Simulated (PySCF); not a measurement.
**UHF on Au (gold, neutral)**

Configuration: [Xe] 4f14 5d10 6p1, 2P determinant (an excited configuration). Computed with PySCF 2.14 in x2c-TZVPPall with one added diffuse shell each of s, p, d, f type (12s8p8d4f1g, 113 functions), with scalar relativity by spin-free X2C-1e.

```json
{
 "Total energy": "-19008.628099 hartree",
 "One-electron energy": "-26061.4535 hartree",
 "Hartree (Coulomb) energy": "7416.9908 hartree",
 "Exchange energy": "-364.1654 hartree",
 "⟨S²⟩": "0.7972",
 "⟨L²⟩": "2.143",
 "Sum of ⟨r⟩": "47.67 bohr",
 "Sum of ⟨r²⟩": "77.56 bohr²",
 "Traceless quadrupole moment −½Σ⟨3z² − r²⟩ along its main axis": "-11.8 e·bohr²",
 "Langevin diamagnetic susceptibility": "-61.4 ×10⁻⁶ cm³/mol"
}
```

| shell | electrons | mean orbital energy (eV) | spread (eV) | rms radius, mean of both spins (bohr) |
| --- | --- | --- | --- | --- |
| 1s α | 1 | -81167.4 | 0 | 0.0190 |
| 1s β | 1 | -81167.4 | 0 | 0.0190 |
| 2s β | 1 | -14473.4 | 0 | 0.0768 |
| 2s α | 1 | -14473.4 | 0 | 0.0768 |
| 2p β | 3 | -12563.6 | 0.011 | 0.0705 |
| 2p α | 3 | -12563.6 | 0.002 | 0.0705 |
| 3s α | 1 | -3486.7 | 0 | 0.196 |
| 3s β | 1 | -3486.7 | 0 | 0.196 |
| 3p α | 3 | -2921.3 | 0.027 | 0.198 |
| 3p β | 3 | -2921.3 | 0.002 | 0.198 |
| 3d β | 5 | -2289.5 | 0.006 | 0.182 |
| 3d α | 5 | -2289.5 | 0.042 | 0.182 |
| 4s α | 1 | -795.38 | 0 | 0.432 |
| 4s β | 1 | -795.38 | 0 | 0.432 |
| 4p α | 3 | -606.03 | 0.057 | 0.460 |
| 4p β | 3 | -606.03 | 0.001 | 0.460 |
| 4d β | 5 | -368.88 | 0.015 | 0.492 |
| 4d α | 5 | -368.87 | 0.082 | 0.492 |
| 5s β | 1 | -129.91 | 0 | 1.00 |
| 5s α | 1 | -129.88 | 0 | 1.00 |
| 4f β | 7 | -105.92 | 0.025 | 0.545 |
| 4f α | 7 | -105.91 | 0.073 | 0.545 |
| 5p β | 3 | -77.365 | 0.124 | 1.15 |
| 5p α | 3 | -77.312 | 0.045 | 1.15 |
| 5d α | 5 | -14.886 | 0.040 | 1.71 |
| 5d β | 5 | -14.877 | 0.395 | 1.71 |
| 6p α | 1 | -3.583 | 0 | 5.42 |

Spin-orbit coupling, absent here, splits the open shell strongly.

Densities and radii are taken from the X2C orbitals without a picture-change correction, which distorts them close to the nucleus.

Spin-orbit constants ζ (cm⁻¹) from the X2C one-electron operator on these orbitals: bare nucleus, nucleus screened by l(l+1)(2l+1)/3 electrons, and screened by the Breit-Pauli mean field of the electrons.

```csv
shell,bare,screened nucleus,mean field
2p,9133000,8901000,n/a
3p,2036000,1985000,n/a
3d,316000,276000,n/a
4p,484500,472200,n/a
4d,66500,58080,n/a
4f,13290,8579,n/a
5p,76330,74400,n/a
5d,5669,4951,n/a
6p,1923,1875,n/a
```

To first order the Landé constant is A = 1875 cm⁻¹, so the lowest level has J = 1/2 and lies 0.232 eV below the centre of the term. First order in ζ underestimates the shift of the j = l − 1/2 level at high Z.
